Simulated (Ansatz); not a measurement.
`[OH][Nb]([OH])([OH])([F])[F]` at its PBE0-D4/def2-TZVP geometry, where that method's forces vanish. The species carries charge 0 and has multiplicity 1. Nb: def2 effective core potential.

```xyz
9

O     1.7969    0.2285   -0.4419
Nb    0.1415   -0.3231    0.2420
O    -0.7551   -0.4534   -1.4023
O    -1.1529    1.0304    0.6285
F     0.6433   -0.0376    2.0430
F    -0.0201   -2.1420    0.6086
H     2.0008    0.4758   -1.3463
H    -1.5454   -0.1608   -1.8551
H    -1.1090    1.3822    1.5236
```

Task: What forces (eV/Å) does ωB97M-V/def2-TZVPP give on these atoms in Ansatz? (Best estimate.)

Result: Ansatz gave: 
```
O1   0.044  0.019 -0.047
Nb2 -0.067  0.045  0.009
O3  -0.035 -0.015 -0.057
O4  -0.008  0.022  0.066
F5   0.033 -0.011  0.020
F6   0.001 -0.023 -0.001
H7  -0.003 -0.015  0.037
H8   0.042 -0.011  0.024
H9  -0.007 -0.011 -0.052
```
